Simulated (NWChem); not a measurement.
Atomisation of H₄PSi

```
Si
H 1 1.5120
H 1 1.5120 2 108.21
P 1 2.2711 2 108.14 3 116.92
H 4 1.4404 1 95.62 2 74.25
H 4 1.4404 5 93.95 1 -96.05
```
Charge 0, spin multiplicity 2.

All runs are NWChem calculations. All single points use one geometry, from UPBE/def2-SVP, a minimum by its harmonic frequencies. It is one conformer; others weren't searched.

Basis set: def2-TZVP. The atomisation energy is electronic alone: no zero-point, thermal, spin-orbit or counterpoise terms. No value is extrapolated to the basis-set limit. Free atoms are single determinants with multiplicities Si 3, P 4, H 2.

B3LYP has NWChem's definition, with VWN1-RPA local correlation. The structure started from a generated list of species. The unpaired electrons of the parent sit in orbitals of symmetry a' (Cs labels of the run); other states weren't searched. No SCF solution was tested for a lower state.

Task: For the atomisation energy, B3LYP gives 363.3 kcal/mol and LC-wPBE (omega 0.3 per bohr) gives 357.4 kcal/mol. What do TPSS, BLYP, PBE give?

Result: TPSS: 375.2 kcal/mol; BLYP: 359.4 kcal/mol; PBE: 361.7 kcal/mol.
